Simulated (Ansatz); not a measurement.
Ansatz (a first-principles code) input file for C2H5O2, SMILES COC=[OH+], charge +1, PBE/def2-SVPD. Coordinates come from a B3LYP-D3(BJ)/def2-SVP optimisation. The isomer is the one that the SMILES or the coordinates give; other isomers of the formula were not compared. One conformer was computed; it need not be the lowest.

Ansatz 0.2 input:
```yaml
crystal:
  periodic: [false, false, false]
  atoms:
    - {symbol: C, position_ang: [0.39627410, -1.47170295, 0.00000000]}
    - {symbol: O, position_ang: [-0.69881800, -0.49153075, -0.00000000]}
    - {symbol: C, position_ang: [-0.53359509, 0.75707384, 0.00000000]}
    - {symbol: O, position_ang: [0.57328597, 1.39023300, -0.00000000]}
    - {symbol: H, position_ang: [0.98985646, -1.34483862, 0.91683527]}
    - {symbol: H, position_ang: [-0.10346962, -2.44540791, -0.00000000]}
    - {symbol: H, position_ang: [0.98985646, -1.34483862, -0.91683527]}
    - {symbol: H, position_ang: [-1.44211590, 1.37679067, 0.00000001]}
    - {symbol: H, position_ang: [1.39405480, 0.85645110, 0.00000000]}
basis:
  gaussian:
    orbitals: def2-SVPD
hamiltonian:
  xc: {name: PBE}
total_charge: 1
```

Log of the run:

```
WARN ansatz: RAYON_NUM_THREADS=1 ignored (pool sized by the plan → 1); use --threads N
Functional definition: PBE
integrals: 0.04 GiB planned
1028 factors; their error is unknown
mean field: 0.38 GiB planned
mean field evaluation 1: about -6216.6601 eV, gradient 8.4e1 eV
mean field evaluation 2: about -6191.4743 eV, gradient 1.4e2 eV
mean field evaluation 4: about -6229.9264 eV, gradient 1.3e1 eV
mean field evaluation 8: about -6230.2325 eV, gradient 1.7e-1 eV
mean field evaluation 16: about -6230.1718 eV, gradient 3.8e-5 eV
mean field -6230.17176678 eV, -228.9545894672 hartree, gradient 3.8e-5 eV, S^2 0.000000; 0 other end points of the search recorded, 0 dependent functions left out
reference -6230.17181019 eV, -228.9545910623 hartree; 16, 16 occupied and 110, 110 virtual orbitals, 1028 factors
Total energy: -6230.17181019 eV, -228.9545910623 hartree
```

Self-consistency was reached.
